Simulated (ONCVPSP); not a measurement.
# Ranking ONCV potentials for Zr

All share these settings but for the change named:

- Element: Zr
- Generator: ONCVPSP 4.0.1
- Type: optimised norm-conserving Vanderbilt (ONCV)
- Functional: PBE
- Relativity: fully relativistic
- Frozen core: [Ar] 3d10
- Valence charge: 12
- Reference configuration: 4s2 4p6 4d2 5s1.5 (charge +0.5)
- Partial waves: 4s+5s: rc 2.35 bohr, ncon 3, nbas 6, qcut 6.1 1/bohr, 2 projectors; 4p: rc 1.35 bohr, ncon 5, nbas 9, qcut 6.7 1/bohr, 2 projectors, debl 1.5 Ha; 4d: rc 3.10 bohr, ncon 3, nbas 7, qcut 4.9 1/bohr, 2 projectors, debl 1.8 Ha
- Local potential: polynomial inside 1.25 bohr (lpopt 5, dvloc0 3 Ha)
- Core correction: Teter function, fcfact 4.25, rcfact 1.1

Open shells are filled in proportion to 2j + 1.

Cutoff: the first of the cutoffs (Ha) at which the residual kinetic energy of the hardest occupied pseudo-wave falls to 1 and 0.1 mHa per electron; the density cutoff is not measured.

The base gives 33 Ha.

Of 5 variants that were run, those that failed, showed a ghost or another fault, or gave nearly equal values are left out.

(1) Rank these variants from softest to hardest (loose cutoff).
A. all radii but the core radius scaled by about 1.19 (s 2.78, p 1.60, d 3.68 bohr); local potential polynomial inside 1.48 bohr (lpopt 5, dvloc0 3 Ha)
B. all radii but the core radius scaled by about 1.32 (s 3.10, p 1.78, d 4.08 bohr); local potential polynomial inside 1.64 bohr (lpopt 5, dvloc0 3 Ha)
C. all radii but the core radius scaled by about 0.91 (s 2.14, p 1.22, d 2.82 bohr); local potential polynomial inside 1.14 bohr (lpopt 5, dvloc0 3 Ha)

## Answers

(1) B (17 Ha), A (20 Ha), C (28 Ha).
